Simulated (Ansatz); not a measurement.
Ansatz (a first-principles code) input (r2SCANh/def2-TZVPD):

Ansatz 0.2 input:
```yaml
crystal:
  periodic: [false, false, false]
  atoms:
    - {symbol: Ag, position_ang: [-0.00000000, -0.00000000, -1.78578351]}
    - {symbol: I, position_ang: [0.00000000, 0.00000000, 1.58361934]}
basis:
  gaussian:
    orbitals: def2-TZVPD
hamiltonian:
  xc: {name: r2SCANh}
magnetization: {spin_polarized: true, initial_magnetization: 2}
output: {forces: true}
```

Output:

```
Functional definition: r2SCANh
integrals: 0.03 GiB planned
770 factors; their error is unknown
mean field: 0.45 GiB planned
mean field evaluation 1: about -12101.1845 eV, gradient 2.5e1 eV
mean field evaluation 2: about -12081.6996 eV, gradient 7.4e1 eV
mean field evaluation 4: about -12103.2735 eV, gradient 3.1e0 eV
mean field evaluation 8: about -12103.3102 eV, gradient 1.0e-1 eV
mean field evaluation 16: about -12103.4136 eV, gradient 7.6e-5 eV
mean field evaluation 32: about -12100.2986 eV, gradient 8.8e0 eV
mean field evaluation 64: about -12103.2772 eV, gradient 5.7e-1 eV
mean field evaluation 96: about -12100.2986 eV, gradient 8.8e0 eV
mean field -12103.41356857 eV, -444.7922446564 hartree, gradient 8.2e-7 eV, S^2 2.007300; 8 other end points of the search recorded, 0 dependent functions left out
the calculation of the forces begins
reference -12103.41358661 eV, -444.7922453195 hartree; 23, 21 occupied and 76, 78 virtual orbitals, 770 factors
Total energy: -12103.41358661 eV, -444.7922453195 hartree
Atom 0 at    -0.000000    -0.000000    -1.785784 Å, force    -0.000000    -0.000000     0.136576 eV/Å
Atom 1 at     0.000000     0.000000     1.583619 Å, force     0.000000     0.000000    -0.136576 eV/Å
Dipole moment:     0.000000    -0.000000     0.287035 e Å
```

The spin state was set by rule; other spins were not relaxed.
